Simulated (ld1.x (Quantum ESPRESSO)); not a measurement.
**An all-electron radial function and its pseudo partner (Fe (Z = 26))**

Columns: radius, all-electron u(r) and pseudo u(r) of the 3p shell (level -59.92 eV) of iron in the configuration [Ne] 3s2 3p6 3d6 4s2 4p0; PBEsol, scalar-relativistic, TM scheme, ld1.x (Quantum ESPRESSO) 7.5.

| r (bohr) | all-electron | pseudo |
| --- | --- | --- |
| 0.093 | 0.5116 | -0.0502 |
| 0.185 | 0.5382 | -0.1902 |
| 0.278 | 0.1092 | -0.3984 |
| 0.370 | -0.3883 | -0.6341 |
| 0.463 | -0.7845 | -0.8604 |
| 0.555 | -1.0289 | -1.0342 |
| 0.648 | -1.1436 | -1.1348 |
| 0.740 | -1.1604 | -1.1558 |
| 0.833 | -1.1141 | -1.1133 |
| 0.925 | -1.0318 | -1.0317 |
| 1.018 | -0.9308 | -0.9308 |
| 1.110 | -0.8255 | -0.8255 |
| 1.203 | -0.7214 | -0.7214 |
| 1.295 | -0.6249 | -0.6249 |
| 1.388 | -0.5362 | -0.5362 |
| 1.480 | -0.4580 | -0.4580 |
| 1.573 | -0.3886 | -0.3886 |
| 1.665 | -0.3291 | -0.3291 |
| 1.758 | -0.2772 | -0.2772 |
| 1.850 | -0.2334 | -0.2334 |
| 1.943 | -0.1957 | -0.1957 |
| 2.035 | -0.1641 | -0.1641 |
| 2.128 | -0.1371 | -0.1371 |
| 2.220 | -0.1147 | -0.1147 |
| 2.313 | -0.0956 | -0.0956 |
| 2.405 | -0.0798 | -0.0798 |

(1) How many radial nodes do the two functions have?

(2) At about which radius was the pseudo-wave matched?

(3) Where does each function peak?

(4) Is the pseudo-wave norm-conserving?

Results:

(1) The all-electron 3p function has n − l − 1 = 1; the pseudo-wave has 0, since the states of the same l below it are removed with the core.

(2) 1.00 bohr, where the columns begin to agree (steps of 0.09 bohr).

(3) Outermost all-electron maximum near 0.74 bohr, pseudo maximum near 0.74 bohr (to the table’s step).

(4) Yes: the TM scheme keeps the norm inside the radius equal to the all-electron one, which fixes the energy derivative of the logarithmic derivative at the level.
